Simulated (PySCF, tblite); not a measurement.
C4H9ClSi.
Z-matrix (Å and degrees, GFN2-xTB geometry), rows numbered from 1:
```
Cl
C   1  1.7928
C   2  1.5216  1  108.70
C   3  1.5318  2  108.72  1   -67.93
Si  4  1.9083  3  105.12  2   -32.45
C   2  1.5193  1  108.50  3  -117.85
H   2  1.0935  1  105.60  3   120.55
H   3  1.0929  2  107.48  1   173.14
H   3  1.0915  2  110.95  1    55.34
H   4  1.0881  3  110.47  2  -156.23
H   4  1.0894  3  109.60  2    86.36
H   5  1.4615  4  113.27  3   124.18
H   5  1.4654  4  113.38  3  -107.35
H   6  1.0875  2  110.96  1   -46.95
H   6  1.0908  2  108.53  1  -164.41
```

Level of theory: PBE0/def2-SVPD in PySCF (dipole) on a GFN2-xTB geometry, gas phase.

Take the most abundant isotopes and a rigid rotor. The values belong to one conformer with, in the numbering `[Cl:1][C@@H:2]1[CH2:3][CH2:4][SiH2:5][CH2:6]1`, Cl1–C2–C3–C4 -68°, C2–C3–C4–Si5 -32°, C3–C4–Si5–C6 7°, C4–Si5–C6–C2 19°.

(1) What are A, B and C (GHz)?

(2) What kind of rotor is it?

(3) Is it planar, by Δ = Ic − Ia − Ib?

(4) Give the other two planar moments, Paa and Pbb, and the rms extents of the mass along the axes.

(5) Give the coordinates in the principal-axis frame, origin at the centre of mass.

(6) List the rotational levels J(Ka,Kc) to J = 2 (cm⁻¹).

(7) Which types of transition are allowed, and where do some lines up to J = 3 fall?

## Answers

(1) Ia = 145.20, Ib = 274.38, Ic = 303.46 u·Å²; 505379 MHz·u·Å²/I gives 3481, 1842 and 1665 MHz, that is A = 3.4807, B = 1.8419, C = 1.6654 GHz.

(2) An asymmetric top: κ = (2 × 1842 − 3481 − 1665)/(3481 − 1665) = -0.81.

(3) Not planar: Δ = Ic − Ia − Ib = -116.11 u·Å². For a rigid frame Δ = −2 Σ m c², so Σ m c² = 58.06 u·Å² lies off the ab plane: 15.77 from hydrogen and 42.29 from heavier atoms. The atom farthest from that plane is 2.05 Å away.

(4) Paa = Σ m a² = (Ib + Ic − Ia)/2 = 216.33 and Pbb = Σ m b² = (Ia + Ic − Ib)/2 = 87.14 u·Å². With the mass M = 120.02 u, the rms extents √(P/M) along a, b and c are 1.34, 0.85, 0.70 Å.

(5) The sense of each axis is arbitrary; atoms in the order of the calculation.
```json
{"atom": "Cl1", "mass (u)": "34.969", "a (Å)": "1.735", "b (Å)": "-0.292", "c (Å)": "0.467"}
{"atom": "C2", "mass (u)": "12.000", "a (Å)": "0.667", "b (Å)": "0.178", "c (Å)": "-0.894"}
{"atom": "C3", "mass (u)": "12.000", "a (Å)": "-0.036", "b (Å)": "1.479", "c (Å)": "-0.535"}
{"atom": "C4", "mass (u)": "12.000", "a (Å)": "-1.014", "b (Å)": "1.209", "c (Å)": "0.612"}
{"atom": "Si5", "mass (u)": "27.977", "a (Å)": "-1.622", "b (Å)": "-0.579", "c (Å)": "0.338"}
{"atom": "C6", "mass (u)": "12.000", "a (Å)": "-0.383", "b (Å)": "-0.904", "c (Å)": "-1.078"}
{"atom": "H7", "mass (u)": "1.008", "a (Å)": "1.326", "b (Å)": "0.290", "c (Å)": "-1.759"}
{"atom": "H8", "mass (u)": "1.008", "a (Å)": "-0.583", "b (Å)": "1.811", "c (Å)": "-1.421"}
{"atom": "H9", "mass (u)": "1.008", "a (Å)": "0.687", "b (Å)": "2.255", "c (Å)": "-0.276"}
{"atom": "H10", "mass (u)": "1.008", "a (Å)": "-1.806", "b (Å)": "1.955", "c (Å)": "0.620"}
{"atom": "H11", "mass (u)": "1.008", "a (Å)": "-0.493", "b (Å)": "1.294", "c (Å)": "1.565"}
{"atom": "H12", "mass (u)": "1.008", "a (Å)": "-1.404", "b (Å)": "-1.446", "c (Å)": "1.494"}
{"atom": "H13", "mass (u)": "1.008", "a (Å)": "-3.005", "b (Å)": "-0.656", "c (Å)": "-0.140"}
{"atom": "H14", "mass (u)": "1.008", "a (Å)": "0.070", "b (Å)": "-1.892", "c (Å)": "-1.072"}
{"atom": "H15", "mass (u)": "1.008", "a (Å)": "-0.851", "b (Å)": "-0.770", "c (Å)": "-2.054"}
```

(6) Above 0(0,0):
J = 1: 1(0,1) 0.1170, 1(1,1) 0.1717, 1(1,0) 0.1775
J = 2: 2(0,2) 0.3505, 2(1,2) 0.3997, 2(1,1) 0.4174, 2(2,1) 0.5814, 2(2,0) 0.5819

(7) The dipole components are |μa| = 1.16 D, |μb| = 0.83 D, |μc| = 1.45 D. Intensities carry the squares of the components, which stand as 0.64 : 0.33 : 1.00 (a : b : c). Some of the stronger lines:

```
type  branch         J(Ka,Kc)    MHz  lower level (cm⁻¹)
   a       Q  2(1,1) ← 2(1,2)    530               0.400
   a       Q  3(1,2) ← 3(1,3)   1058               0.742
   c       Q  1(1,1) ← 1(0,1)   1639               0.117
   b       Q  2(1,1) ← 2(0,2)   2005               0.351
   b       Q  3(1,2) ← 3(0,3)   2315               0.700
   c       Q  3(2,2) ← 3(1,2)   4660               0.777
   b       Q  3(2,1) ← 3(1,2)   4727               0.777
   c       Q  2(2,1) ← 2(1,1)   4916               0.417
   b       Q  2(2,0) ← 2(1,1)   4930               0.417
   b       R  2(0,2) ← 1(1,1)   5362               0.172
   b       Q  2(2,1) ← 2(1,2)   5446               0.400
   b       R  3(1,2) ← 2(2,1)   5861               0.581
   a       R  2(1,1) ← 1(1,0)   7191               0.178
   b       R  2(1,2) ← 1(0,1)   8477               0.117
   b       Q  3(3,0) ← 3(2,1)   8577               0.935
   b       R  3(0,3) ← 2(1,2)   8992               0.400
   a       R  3(1,3) ← 2(1,2)  10249               0.400
   a       R  3(0,3) ← 2(0,2)  10468               0.351
   a       R  3(2,1) ← 2(2,0)  10575               0.582
   b       R  2(2,1) ← 1(1,0)  12107               0.178
   b       R  2(2,0) ← 1(1,1)  12297               0.172
   c       R  3(1,2) ← 2(0,2)  12783               0.351
   b       R  3(2,2) ← 2(1,1)  15438               0.417
   c       R  3(2,1) ← 2(1,1)  15505               0.417
   b       R  3(2,1) ← 2(1,2)  16035               0.400
   c       R  3(3,1) ← 2(2,1)  19165               0.581
   b       R  3(3,0) ← 2(2,1)  19166               0.581
```

Its GFN2-xTB frequencies are all real (lowest 74 cm⁻¹). Zero-point vibration and centrifugal distortion are left out. Quadrupole hyperfine structure (35Cl) is left out.
